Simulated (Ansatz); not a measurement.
C₂H₃ClFNSi, SMILES C#C[Si@@](N)(F)Cl.

Coordinates come from a B3LYP-D3(BJ)/def2-SVP optimisation. The structure was generated by enumeration; whether it is a known compound was not checked. The values are those of a single conformer.

Two levels are set side by side: PBE/def2-SVPD (Ansatz, an electronic-structure program) and PBE0/def2-SVPD (Ansatz). Energy differences of separate SCF runs at the same geometry; the states with an electron removed or added have multiplicity 2 and 2. Differences are taken from unrounded values.

```tsv
quantity	PBE0
vertical ionisation energy (eV)	10.37
vertical singlet–triplet gap (eV)	4.95
```

Task: What does PBE give, and how far is it from PBE0? (The exact figures need the calculation; the answer reports its results.)

Result: 
```tsv
quantity	PBE	PBE minus PBE0
vertical ionisation energy (eV)	9.92	-0.45
vertical singlet–triplet gap (eV)	5.02	0.07
```
